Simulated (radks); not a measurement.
Spin polarisation of the 4f6 shell in Eu3+. Start: [Xe] 4f(up 3, down 3); electrons of 4f are moved from spin down to spin up, other shells keep equal spins. All-electron calculation, scalar-relativistic Kohn-Sham, BLYP, spin-polarised, spherical densities, finite nucleus; Fermi nuclear charge, rms radius of each element as measured or else 0.836 A^(1/3) + 0.57 fm. Program: a radial shooting solver on a logarithmic mesh with Libxc functionals.

moment (Bohr magnetons)	E - E(0) (eV)	e(4f up) (eV)	e(4f down) (eV)	5p down minus up (eV)	5s down minus up (eV)
0	0.000	-32.919	-32.919	0.000	0.000
1	-0.188	-33.279	-32.526	0.323	0.433
2	-0.753	-33.604	-32.100	0.646	0.866
3	-1.693	-33.893	-31.641	0.968	1.298
4	-3.006	-34.146	-31.150	1.291	1.730
5	-4.689	-34.359	-30.627	1.614	2.161
6	-6.739	-34.533	-30.071	1.937	2.591

At moment 6 the spin-polarisation energy is -6.739 eV and the 4f exchange splitting 4.462 eV, that is 0.744 eV per Bohr magneton; E = -I m^2/4 would give I = 0.749 eV.
